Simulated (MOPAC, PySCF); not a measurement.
Bonds broken one at a time in the series allyl-X. Isolated molecules, 0 K electronic values unless said otherwise. One relaxed conformer stands for each flexible species; it need not be the lowest. Strings in code marks are SMILES.

Quantity: electronic energy of isomers of C2H2N, doublet states, relative to `[CH2]C#N`, in kcal/mol. Semi-empirical values (MOPAC) are differences of heats of formation.

Level 1: B3LYP-D3(BJ)/def2-TZVP // PBE0-D4/def2-TZVP (PySCF)
Level 2: BP86/6-31G* // PBE0-D4/def2-TZVP (PySCF)
Level 3: AM1 // PBE0-D4/def2-TZVP (MOPAC)
Level 4: PM7 // PBE0-D4/def2-TZVP (MOPAC)

| species | level 1 | level 2 | level 3 | level 4 |
|---|---|---|---|---|
| `[C-]#[N+][CH2]` | 22.9 | 24.0 | 25.0 | 13.0 |
